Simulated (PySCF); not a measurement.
(CF3CO)2NCH3, C₅H₃F₆NO₂.
Geometry (PBE0-D3(BJ)/def2-SVP, Å), atoms numbered from 1 in this order:
```
atom  x, y, z in Å
C1     0.1111    1.5516   -0.7142
N2     0.1821    0.3715    0.1508
C3     1.4109    0.1528    0.7846
O4     2.2840    0.9748    0.7749
C5     1.7219   -1.2361    1.4141
F6     1.3108   -1.3073    2.6681
F7     1.1926   -2.2313    0.7069
F8     3.0369   -1.3885    1.4008
C9    -0.9529   -0.3684    0.4600
O10   -1.0728   -1.0659    1.4254
C11   -2.1288   -0.2684   -0.5460
F12   -2.6540    0.9584   -0.5588
F13   -1.7196   -0.5608   -1.7822
F14   -3.0677   -1.1205   -0.2017
H15   -0.5469    2.3162   -0.2817
H16    1.1236    1.9597   -0.7890
H17   -0.2500    1.2740   -1.7111
```

Jobs on this species (17 atoms, 110 electrons) with PySCF (density fitting). Hardware of each: an Intel Xeon Platinum 8488C with one thread, on a shared host. Times come from a shared host and carry two figures at best. Peak memory is the resident size of the whole Python process, interpreter and libraries included.

```tsv
level and settings	work	basis functions	SCF cycles	wall time	peak memory
PBE0-D3(BJ)/def2-SVP, grid level 1	geometry optimisation from a GFN2-xTB start shaken at random	211	?	?	?
PBE0/pcSseg-1, IEF-PCM cyclohexane	shieldings	253	15	73 s	1.3 GiB
PBE0/pcSseg-1, IEF-PCM chloroform	shieldings, charges and field gradients	253	15	76 s	1.3 GiB
WP04/pcSseg-1, IEF-PCM chloroform	shieldings	253	17	77 s	1.3 GiB
wB97X-D/pcSseg-1, IEF-PCM chloroform	shieldings	253	15	96 s	1.4 GiB
PBE0/pcSseg-1, IEF-PCM dimethylsulfoxide	shieldings	253	15	74 s	1.3 GiB
```

Task: Fill in the missing figures.

Result: 
- PBE0-D3(BJ)/def2-SVP, grid level 1; geometry optimisation from a GFN2-xTB start shaken at random: 8.9 min, 0.97 GiB, 138 SCF cycles

Task: What do all jobs in the table cost together?

Result: About 16 min; the longest takes about 57 % of that, and about 7.3 times as long as the shortest.
